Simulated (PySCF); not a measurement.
Structure problem from calculated spectra and properties.

Formula: BFH4O2Si.

| Quantity | Value |
| --- | --- |
| Triplet | lowest triplet excitation (Tamm–Dancoff): 5.34 eV [TDA CAM-B3LYP/def2-SVPD] |
| NMR, other nuclei | isotropic shieldings of nuclei other than C and H, by class: 66 (1 B), 175 (2 O), 415 (1 F), 328 (1 Si) ppm [GIAO PBE/pcSseg-2] |
| Dipole | 4.21 D [CAM-B3LYP/def2-SVPD] |
| Rotational structure | rotational constants A, B, C: 6.671, 2.259, 1.915 GHz [PBE0-D3(BJ)/def2-SVP] |
| Polarisability | 49.9 au [CAM-B3LYP/def2-SVPD] |
| XPS | Si2p3/2 107.5, B1s 197.6, O1s 539.7 (×2), F1s 691.9, Si1s 1847.4 eV [ΔSCF SCAN, pcX-2 on the ionised atom, pcseg-1 elsewhere, spin-free X2C, 2p3/2 from a spin–orbit splitting computed afterwards within the 2p shell] |
| Valence photoelectron | vertical ionisation energy: 10.90 eV [ΔSCF CAM-B3LYP/def2-SVPD] |
| 1H NMR | chemical shifts (computed TMS as zero) by class: 5.57 (2 H), 3.47 (2 H) ppm [GIAO PBE/pcSseg-2] |

Gas-phase values; electronic properties from PySCF, density fitting. Levels stand in brackets. Isolated species at its PBE0-D3(BJ)/def2-SVP geometry (one conformer only). NMR classes are plain means over equivalent atoms (diastereotopic ones count apart unless rotation or inversion swaps them), as if these changed places fast.

Question: Give a SMILES that accounts for the data.

Answer: Numbering: `[OH:1][B:2]([OH:3])[SiH2:4][F:5]`. Hydrogen classes from least to most shielded: 2 H on a fluorine-bound silicon, Si4 (5.57 ppm), 2 H on 2 boron-bound oxygens, O1/O3 (3.47 ppm). The other shieldings belong to: 66 ppm, three-coordinate boron [B2]; 175 ppm, boron-bound oxygen [O1/O3]; 415 ppm, silicon-bound fluorine [F5]; 328 ppm, fluorine-bound silicon [Si4]. The core levels belong to: Si2p3/2 107.5 eV, fluorine-bound silicon [Si4]; B1s 197.6 eV, three-coordinate boron [B2]; O1s 539.7 eV, boron-bound oxygen [O1/O3]; F1s 691.9 eV, silicon-bound fluorine [F5]; Si1s 1847.4 eV, fluorine-bound silicon [Si4]. One atom of each topological class was ionised and stands for its class. The first electron is taken from the HOMO, whose largest Löwdin shares are 0.31 on the fluorine-bound silicon, 0.25 on the three-coordinate boron, 0.11 on the silicon-bound fluorine and 0.08 on an Si–H hydrogen. The optimised geometry has point group C1 and is an asymmetric top. Structure: `OB(O)[SiH2]F`. The assignments are read from this structure; whether some other isomer fits the data as well wasn't checked.

Conformer computed: `[OH:1][B:2]([OH:3])[SiH2:4][F:5]`: O1–B2–Si4–F5 -61°, H–O1–B2–O3 -2°, H–O3–B2–O1 0°.
